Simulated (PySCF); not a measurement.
Geometry:
```json
{"atom": "C1", "x (Å)": "-3.101", "y (Å)": "-0.500", "z (Å)": "0.325"}
{"atom": "C2", "x (Å)": "-2.254", "y (Å)": "-1.619", "z (Å)": "0.260"}
{"atom": "C3", "x (Å)": "-0.888", "y (Å)": "-1.454", "z (Å)": "0.135"}
{"atom": "C4", "x (Å)": "-0.304", "y (Å)": "-0.171", "z (Å)": "0.068"}
{"atom": "C5", "x (Å)": "-1.166", "y (Å)": "0.960", "z (Å)": "0.134"}
{"atom": "C6", "x (Å)": "-2.559", "y (Å)": "0.767", "z (Å)": "0.262"}
{"atom": "C7", "x (Å)": "-0.613", "y (Å)": "2.280", "z (Å)": "0.071"}
{"atom": "C8", "x (Å)": "0.727", "y (Å)": "2.473", "z (Å)": "-0.052"}
{"atom": "C9", "x (Å)": "1.633", "y (Å)": "1.366", "z (Å)": "-0.122"}
{"atom": "C10", "x (Å)": "3.024", "y (Å)": "1.579", "z (Å)": "-0.250"}
{"atom": "C11", "x (Å)": "3.903", "y (Å)": "0.518", "z (Å)": "-0.318"}
{"atom": "C12", "x (Å)": "3.409", "y (Å)": "-0.796", "z (Å)": "-0.260"}
{"atom": "C13", "x (Å)": "2.053", "y (Å)": "-1.028", "z (Å)": "-0.136"}
{"atom": "C14", "x (Å)": "1.128", "y (Å)": "0.037", "z (Å)": "-0.063"}
{"atom": "H15", "x (Å)": "-4.181", "y (Å)": "-0.634", "z (Å)": "0.424"}
{"atom": "H16", "x (Å)": "-2.676", "y (Å)": "-2.626", "z (Å)": "0.310"}
{"atom": "H17", "x (Å)": "-0.255", "y (Å)": "-2.341", "z (Å)": "0.087"}
{"atom": "H18", "x (Å)": "-3.206", "y (Å)": "1.647", "z (Å)": "0.312"}
{"atom": "H19", "x (Å)": "-1.295", "y (Å)": "3.132", "z (Å)": "0.123"}
{"atom": "H20", "x (Å)": "1.139", "y (Å)": "3.484", "z (Å)": "-0.100"}
{"atom": "H21", "x (Å)": "3.393", "y (Å)": "2.607", "z (Å)": "-0.294"}
{"atom": "H22", "x (Å)": "4.976", "y (Å)": "0.697", "z (Å)": "-0.417"}
{"atom": "H23", "x (Å)": "4.100", "y (Å)": "-1.641", "z (Å)": "-0.314"}
{"atom": "H24", "x (Å)": "1.698", "y (Å)": "-2.058", "z (Å)": "-0.094"}
```

Geometry: PBE0-D3(BJ)/def2-SVP; GIAO shifts from PySCF 2.14, gas phase, non-relativistic, averaged over equivalent atoms.

At B3LYP/pcSseg-1 (288 basis functions):
```csv
atoms,δ (ppm)
C5/C9,137.0
C4/C14,135.1
C6/C10,134.6
C7/C8,133.2
C1/C11,132.3
C2/C12,132.1
C3/C13,127.8
H17/H24,8.80
H18/H21,7.84
H16/H23,7.70
H19/H20,7.70
H15/H22,7.63
```

Shifts are taken against calculated references (same method and geometry level): 13C (179.24 ppm) and 1H (31.38 ppm) against TMS.

Predict the values at PBE0/pcSseg-1 on the same geometry.

## Answers


```json
{"atoms": "C5/C9", "δ at PBE0/pcSseg-1": "135.4", "change": "-1.6"}
{"atoms": "C4/C14", "δ at PBE0/pcSseg-1": "133.6", "change": "-1.5"}
{"atoms": "C6/C10", "δ at PBE0/pcSseg-1": "134.1", "change": "-0.5"}
{"atoms": "C7/C8", "δ at PBE0/pcSseg-1": "132.7", "change": "-0.5"}
{"atoms": "C1/C11", "δ at PBE0/pcSseg-1": "131.9", "change": "-0.4"}
{"atoms": "C2/C12", "δ at PBE0/pcSseg-1": "131.7", "change": "-0.4"}
{"atoms": "C3/C13", "δ at PBE0/pcSseg-1": "127.5", "change": "-0.3"}
{"atoms": "H17/H24", "δ at PBE0/pcSseg-1": "8.96", "change": "+0.16"}
{"atoms": "H18/H21", "δ at PBE0/pcSseg-1": "7.99", "change": "+0.15"}
{"atoms": "H16/H23", "δ at PBE0/pcSseg-1": "7.86", "change": "+0.16"}
{"atoms": "H19/H20", "δ at PBE0/pcSseg-1": "7.85", "change": "+0.15"}
{"atoms": "H15/H22", "δ at PBE0/pcSseg-1": "7.79", "change": "+0.16"}
```

Chemical shifts δ = σref − σ; 13C (σref 184.41), 1H (σref 31.27) vs TMS, all at this level.

The largest change is at C5/C9 (ring-fusion aromatic carbon). Cost: 288 basis functions. The order of the carbon signals changes between the two levels.
